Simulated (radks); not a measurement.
Results of a calculation; reference values are marked as such.
Q: These are the eigenvalues of the occupied orbitals of an atom or ion with whole-number occupations (eV). Code: a radial shooting solver on a logarithmic mesh with Libxc functionals. Model: scalar-relativistic Kohn-Sham, PBE, spin-polarised, spherical densities, finite nucleus; Fermi nuclear charge, rms radius of each element as measured or else 0.836 A^(1/3) + 0.57 fm.

1s up: -533.3899
1s down: -531.2126
2s up: -41.5731
2s down: -35.6860
2p up: -26.3618

Which element is it, and in what charge state? The configuration may be excited. Open shells, if any, are filled with parallel spins first.

A: Z = 8, oxygen, charge +1: O+ in [He] 2s2 2p3. The list shows which subshells hold electrons but not how many an open one holds; the 1s level, -19.602 hartree, gives Z - s = 6.3 by -(Z - s)^2/2, which with screening and relativity narrows Z to a few neighbours, and the depths of the outer levels then fix element, charge and occupations together.
